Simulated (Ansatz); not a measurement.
Isolated molecules relaxed with PBE0-D4/def2-TZVP in Ansatz; ΔE leaves out vibrations. CCSD(T)/CBS is the MP2 limit (def2-TZVPP, def2-QZVPP) plus CCSD(T) − MP2 in def2-TZVPP, frozen cores. Functionals use def2-TZVPP. B3LYP here is the variant with VWN-RPA as its local correlation; programs differ in this. def2 core potentials past Kr. For Zr outer-core shells are correlated without core-valence functions, which leaves a few kJ/mol of doubt a bond. Each species was taken in one conformer, which may not be the lowest.

Consider the substitution at a C–Si bond: `C[Si]N(C)C` + `[OH][Zr]([OH])([OH])[SH]` → `C[O][Zr]([OH])([OH])[SH]` + `CN(C)[SiH]`.

| level | ΔE (kJ/mol) |
| --- | --- |
| PBE-D4 | 78.5 |
| BLYP-D4 | 72.0 |
| r2SCAN0-D4 | 83.7 |
| PBE | 76.2 |
| B3LYP | 70.2 |
| HF/def2-TZVPP | 63.2 |
| SCS-MP2/def2-TZVPP | 74.6 |
| SCS-MP2/def2-QZVPP | 78.5 |

**Question.** What does CCSD(T)/CBS give? (An estimate is asked.)

**Answer.** Computed: +82.5 kJ/mol. The listed levels differ from it by -4.0, -10.5, 1.2, -6.3, -12.3, -19.3, -7.9, -4.0 kJ/mol.

Largest T1 diagnostic among the species: 0.017.

Leaving LDA and LC-ωPBE aside and taking each functional with its dispersion term where it has one, the values spread over 11.6 kJ/mol, from BLYP-D4 to r2SCAN0-D4. LDA lies +5.2 kJ/mol from PBE without D4. From BLYP to BHLYP (50 % exact exchange), in def2-TZVPP and without D4, ΔE moves by +4.7 kJ/mol.
